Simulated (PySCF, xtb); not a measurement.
C2H4N2OSi, SMILES O[SiH]1N=CC=N1.

GFN2-xTB in xtb at its own geometry gives an orbital gap of 1.75 eV and a dipole moment of 2.03 D.

Geometry: r2SCAN-D4/def2-SVP. The structure was generated by enumeration, and PubChem lists no compound with its InChIKey, so it may never have been made. The values are those of a single conformer.

Q: What does r2SCAN/def2-TZVP (PySCF) give? (Estimate from the structure and the level; the computed values follow.)

A: gap 3.15 eV (levels -6.58 and -3.43 eV), dipole 2.28 D.
